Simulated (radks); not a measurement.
These are the eigenvalues of the occupied orbitals of an atom or ion with whole-number occupations (hartree). Method: Dirac Kohn-Sham, PBE, spin-unpolarised, spherical densities, finite nucleus; Fermi nuclear charge, rms radius of each element as measured or else 0.836 A^(1/3) + 0.57 fm; computed with a radial shooting solver on a logarithmic mesh with Libxc functionals.

| orbital | eigenvalue |
|---|---|
| 1s1/2 | -1211.537 |
| 2s1/2 | -187.4171 |
| 2p1/2 | -175.8686 |
| 2p3/2 | -164.8905 |
| 3s1/2 | -38.10352 |
| 3p1/2 | -33.32794 |
| 3p3/2 | -31.26199 |
| 3d3/2 | -22.84759 |
| 3d5/2 | -22.41318 |
| 4s1/2 | -6.97368 |
| 4p1/2 | -5.30715 |
| 4p3/2 | -4.90490 |
| 4d3/2 | -2.22642 |
| 4d5/2 | -2.16338 |
| 5s1/2 | -0.95931 |
| 5p1/2 | -0.58917 |
| 5p3/2 | -0.54741 |

Which element is it, and in what charge state? The configuration may be excited. Open shells, if any, fill j = l - 1/2 first.

Answer. Z = 53, iodine, charge +1: I+ in [Kr] 4d10 5s2 5p4. The list shows which subshells hold electrons but not how many an open one holds; the 1s level, -1211.5 hartree, gives Z - s = 49.2 by -(Z - s)^2/2, which with screening and relativity narrows Z to a few neighbours, and the depths of the outer levels then fix element, charge and occupations together.
